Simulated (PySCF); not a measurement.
CH4ClInO, SMILES [CH3][In]([OH])[Cl].

Coordinates come from a B3LYP-D3(BJ)/def2-SVP optimisation. The structure was generated by enumeration; whether it is a known compound was not checked. The def2 effective core potentials stand for the cores of In; spin–orbit coupling is left out. The values are those of a single conformer.

Computed with r2SCAN/def2-TZVP (PySCF).

Symmetry labels are those of the subgroup Cs that the program uses (full group Cs).

Computed valence orbital energies around the gap with their symmetry:
```csv
orbital,symmetry,energy (eV)
HOMO−7,A',-10.82
HOMO−6,A",-10.80
HOMO−5,A',-10.01
HOMO−4,A',-8.14
HOMO−3,A',-7.86
HOMO−2,A",-7.75
HOMO−1,A',-7.29
HOMO,A",-7.25
LUMO,A',-2.12
LUMO+1,A",-1.58
LUMO+2,A',0.46
LUMO+3,A',0.73
```
